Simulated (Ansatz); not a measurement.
Reaction (substitution at a C–As bond): `OC[AsH2]` + `N[SiH3]` → `OCN[SiH3]` + `[AsH3]`

Calculated with Ansatz (gas phase, PBE0-D4/def2-TZVP geometries, no zero-point term in ΔE). CBS: MP2 limit from def2 TZ/QZ plus the TZ coupled-cluster correction, frozen cores. This one scheme is used for every species. Functionals use def2-TZVPP. HSE06 is defined as in plane-wave codes. For As outer-core shells are correlated without core-valence functions, which leaves a few kJ/mol of doubt a bond. Scalar relativity is left out up to krypton. Each species was taken in one conformer, which may not be the lowest.

| level | ΔE (eV) |
| --- | --- |
| HSE06-D4 | -0.01 |
| CCSD/def2-TZVPP | 0.00 |

What does CCSD(T)/CBS give? (Best estimate.)

Ansatz gave: +0.03 eV. The listed levels differ from it by -0.04, -0.03 eV.

Largest T1 diagnostic among the species: 0.011.

In def2-TZVPP, CCSD(T) changes the Hartree–Fock value by +0.07 eV (the triples alone add +0.01 eV) and MP2 by +0.11 eV. At CCSD(T), def2-SVP lies −0.27 eV from the extrapolated value and def2-TZVPP −0.02 eV. Leaving LDA and LC-ωPBE aside and taking each functional with its dispersion term where it has one, the values, not all of them listed here, spread over 0.07 eV, from CAM-B3LYP-D4 to BLYP-D4. LDA lies −0.12 eV from PBE without D4.
